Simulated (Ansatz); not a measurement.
Basis-set extrapolation for C4H6Si, SMILES `C=C1C=C[SiH2]1` (PBE0-D4/def2-TZVP geometry, frozen core, Ansatz). Multiplicity 1, RHF reference.

|  | def2-TZVPP | def2-QZVPP |
| --- | --- | --- |
| HF | -443.899135 | -443.914774 |
| MP2 correlation | -0.749195 | -0.797998 |
| CCSD(T) correlation | -0.829668 | not run |

Energies in hartree. Use E(X) = E(∞) + A·exp(−7.88·√X) for Hartree–Fock and E(X) = E(∞) + B·X^(−2.97) for correlation, with X = 3 and 4, and add CCSD(T) minus MP2 of the smaller set to the MP2 limit.

What is the CCSD(T) energy at the basis-set limit?

HF limit: -443.914774 + (-0.015639) × 0.13774 = -443.91693. MP2 limit: -0.797998 + (-0.048803) × 0.74074 = -0.83415. Higher-order term: -0.829668 − (-0.749195) = -0.08047. Total: -444.83155 hartree, 269.8 kJ/mol below CCSD(T)/def2-TZVPP.
